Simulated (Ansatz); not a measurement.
The same ligand exchange along the group Ti, Zr, Hf.

Gas-phase electronic energies from Ansatz, PBE0-D4/def2-TZVP geometries. CCSD(T)/CBS is the MP2 limit (def2-TZVPP, def2-QZVPP) plus CCSD(T) − MP2 in def2-TZVPP, frozen cores. This one scheme is used for every species. DFT in def2-TZVPP. def2 core potentials past Kr. For Hf, Ti, Zr outer-core shells are correlated without core-valence functions, which leaves a few kJ/mol of doubt a bond. Scalar relativity is left out up to krypton.

```csv
reaction,PBE0-D4 (kJ/mol),CCSD(T)/CBS(def2) (kJ/mol)
`[F][Ti]([F])([F])[Cl]` + H–F → `[F][Ti]([F])([F])[F]` + HCl,-20,-15
`[F][Zr]([F])([F])[Cl]` + H–F → `[F][Zr]([F])([F])[F]` + HCl,-16,-14
`[F][Hf]([F])([F])[Cl]` + H–F → `[F][Hf]([F])([F])[F]` + HCl,-15,-14
```

Largest T1 diagnostic: 0.024, for `[F][Ti]([F])([F])[Cl]`.
